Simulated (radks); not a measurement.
Values are calculated unless marked as measured or tabulated.
Q: The thallium ion Tl4+ is in [Xe] 4f14 5d9. Level of theory: scalar-relativistic Kohn-Sham, PBEsol, spin-polarised, spherical densities, finite nucleus; Fermi nuclear charge, rms radius of each element as measured or else 0.836 A^(1/3) + 0.57 fm (a radial shooting solver on a logarithmic mesh with Libxc functionals). Open shells are filled with parallel spins first. One electron is removed from 4f, 5d, 5s, 5p in turn, with full relaxation. Which removal costs least, and what does each cost?

A: 5d 66.785 eV; 5p 130.42 eV; 4f 175.82 eV; 5s 186.39 eV. The 5d electron leaves first.
